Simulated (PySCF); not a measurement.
Cl2GaH3N, SMILES [NH3]->[Ga]([Cl])[Cl] (connectivity only; charge and spin as stated), neutral, multiplicity 2.

The structure is a stationary point at PBE0-D3(BJ)/def2-SVP. The spin state was assumed, not searched. The isomer is the one that the SMILES or the coordinates give; other isomers of the formula were not compared.

Calculation: TDA-LC-ωPBE/def2-SVPD run with PySCF.

Vertical excitations. Isolated molecule, no solvent.

Computed excitation energies, oscillator strengths and character:
```json
[
 {"state": "root 1", "energy (eV)": "4.80", "λ (nm)": "258", "f": "0.101", "main pairs": "α HOMO→LUMO+1 42 %, α HOMO→LUMO 41 %"},
 {"state": "root 2", "energy (eV)": "5.09", "λ (nm)": "244", "f": "0.001", "main pairs": "β HOMO→LUMO 90 %"},
 {"state": "root 3", "energy (eV)": "5.30", "λ (nm)": "234", "f": "0.001", "main pairs": "β HOMO−1→LUMO 88 %"},
 {"state": "root 4", "energy (eV)": "5.40", "λ (nm)": "229", "f": "0.028", "main pairs": "β HOMO−2→LUMO 88 %"},
 {"state": "root 5", "energy (eV)": "5.57", "λ (nm)": "223", "f": "0.014", "main pairs": "β HOMO−3→LUMO 82 %"},
 {"state": "root 6", "energy (eV)": "5.68", "λ (nm)": "218", "f": "0.161", "main pairs": "α HOMO→LUMO+3 85 %"},
 {"state": "root 7", "energy (eV)": "5.89", "λ (nm)": "211", "f": "0.097", "main pairs": "α HOMO→LUMO+2 36 %, α HOMO→LUMO+1 26 %, α HOMO→LUMO 17 %, α HOMO→LUMO+4 11 %"},
 {"state": "root 8", "energy (eV)": "6.06", "λ (nm)": "205", "f": "0.072", "main pairs": "α HOMO→LUMO+2 32 %, α HOMO→LUMO 32 %, α HOMO→LUMO+1 14 %, β HOMO−3→LUMO 6 %"},
 {"state": "root 9", "energy (eV)": "6.22", "λ (nm)": "199", "f": "0.088", "main pairs": "β HOMO−4→LUMO 87 %"},
 {"state": "root 10", "energy (eV)": "6.92", "λ (nm)": "179", "f": "0.034", "main pairs": "β HOMO−5→LUMO 83 %"}
]
```
Unrestricted roots are not spin-pure.
